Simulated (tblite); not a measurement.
Compound: C7H7OS (doublet state).
Z-matrix (Å and degrees, GFN2-xTB geometry), rows numbered from 1:
```
C 
O   1  1.4063
C   2  1.3671  1  118.61
C   3  1.3969  2  124.46  1    -0.04
C   4  1.3637  3  118.09  2  -179.96
C   5  1.3607  4  125.58  3     0.00
C   6  1.3936  5  116.42  4    -0.00
C   7  1.3839  6  120.61  5    -0.02
S   8  1.7718  3  120.40  2    -0.03
H   1  1.0945  2  111.43  3   -61.44
H   1  1.0890  2  105.72  3   179.91
H   1  1.0945  2  111.43  3    61.28
H   4  1.0784  3  120.76  2     0.02
H   6  1.0777  5  122.93  4   179.97
H   7  1.0796  6  120.15  5  -179.99
H   9  1.3274  8   94.99  3    -0.40
```

Computed with GFN2-xTB (tblite): harmonic, unscaled wavenumbers at the GFN2-xTB geometry, gas phase. Errors from tens to a few hundred cm⁻¹ against measured bands are possible. Modes of hydrogen on sulfur can be 10 to 20 % off. One conformer, not necessarily the lowest. Open shells enter through the occupations alone, without spin polarisation, and single modes of such species can be off by tens of per cent.

Harmonic wavenumbers (cm⁻¹): 77.1, 138.5, 190.0, 198.9, 220.7, 265.7, 280.9, 391.3, 395.4, 458.2, 464.1, 538.5, 624.9, 667.1, 768.5, 773.9, 810.3, 851.8, 878.6, 999.8, 1076.3, 1096.5, 1121.1, 1128.4, 1156.4, 1203.9, 1220.0, 1290.9, 1390.8, 1403.1, 1424.0, 1469.2, 1481.7, 1492.0, 1601.1, 2469.7, 2938.6, 2950.8, 3027.3, 3082.3, 3091.8, 3098.6.

A = 1648, B = 1564, C = 806.6 MHz; mass 139.022 u (most abundant isotopes); point group Cs, symmetry number 1; spin multiplicity 2.

**Question.** Zero-point energy?

**Answer.** ½Σν̃ = 25104 cm⁻¹ = 71.78 kcal/mol.

**Question.** Entropy at 400 K, 1 bar (ideal gas, RRHO, classical rotation)?

**Answer.** Translation 42.19, rotation 30.30, vibration 31.99, spin (R ln 2) 1.38: S = 105.9 cal/(mol K).

**Question.** And Cp and H(400 K) − H(0)?

**Answer.** Cp = 44.14 cal/(mol K), of which vibrations give 36.19 (their classical limit is 42 R = 83.5); H(400 K) − H(0) = 10.35 kcal/mol without the zero-point energy, 7.17 from vibrations.

**Question.** Blend soft modes into free rotors: weight 1/[1 + (100 cm⁻¹/ν̃)⁴] for the oscillator and the rest for a rotor with moment μB/(μ + B), μ = h/(8π²ν), B = 10⁻⁴⁴ kg m². What vibrational entropy results?

**Answer.** 31.00 cal/(mol K) in place of 31.99, which changes −T·S at 400 K by +0.40 kcal/mol.

**Question.** Which modes carry the vibrational entropy at 400 K?

**Answer.** 77.1 cm⁻¹: 4.54; 138.5 cm⁻¹: 3.39; 190.0 cm⁻¹: 2.78; 198.9 cm⁻¹: 2.69; 220.7 cm⁻¹: 2.50; 265.7 cm⁻¹: 2.15 cal/(mol K); the other 36 give 13.94 together.

Hindered rotation and anharmonicity are outside this model. Other conformers, if any are populated, would add a mixing term that is left out.

Time: 0.51 s. Hardware: one thread of an Arm Neoverse V2, shared host with 96 logical CPUs at a one-minute load of 73. The figure is for the frequency step alone.
